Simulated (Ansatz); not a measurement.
F4Zr, triplet, at a GFN2-xTB geometry (such geometries of metal compounds can be far from the true shape) (the multiplicity is a formal guess) (core potentials on Zr); R2SCAN/def2-TZVP run with Ansatz (a first-principles code).

Input for Ansatz:
Ansatz 0.2 input:
```yaml
crystal:
  periodic: [false, false, false]
  atoms:
    - {symbol: Zr, position_ang: [0.00000000, -0.00000000, -0.00000000]}
    - {symbol: F, position_ang: [1.32167287, 0.54618647, -1.30037845]}
    - {symbol: F, position_ang: [1.15448737, -0.89461969, 1.26607166]}
    - {symbol: F, position_ang: [-1.37085876, -0.64975958, -1.19778199]}
    - {symbol: F, position_ang: [-1.10530148, 0.99819279, 1.23208877]}
basis:
  gaussian:
    orbitals: def2-TZVP
hamiltonian:
  xc: r2scan
magnetization: {spin_polarized: true, initial_magnetization: 2}
```

Problem. Predict the main parts of the log of this Ansatz run.

Solution. 
```
Functional definition: r2SCAN
945 factors; their error is unknown
mean field evaluation 1: about -12147.7237 eV, gradient 3.8e1 eV
mean field evaluation 2: about -12136.1992 eV, gradient 7.4e1 eV
mean field evaluation 4: about -12151.6092 eV, gradient 1.5e0 eV
mean field evaluation 8: about -12151.5846 eV, gradient 2.8e0 eV
mean field evaluation 16: about -12151.6189 eV, gradient 9.0e-4 eV
mean field evaluation 32: about -12149.8198 eV, gradient 1.9e1 eV
mean field evaluation 64: about -12151.1006 eV, gradient 6.0e0 eV
mean field evaluation 96: about -12151.4583 eV, gradient 5.5e-1 eV
mean field evaluation 128: about -12151.6105 eV, gradient 4.5e-1 eV
mean field -12151.61886965 eV, -446.5637567967 hartree, gradient 1.1e-6 eV, S^2 2.005571; 8 other end points of the search recorded, 0 dependent functions left out
reference -12151.61890824 eV, -446.5637582147 hartree; 25, 23 occupied and 139, 141 virtual orbitals, 945 factors
Total energy: -12151.61890824 eV, -446.5637582147 hartree
```
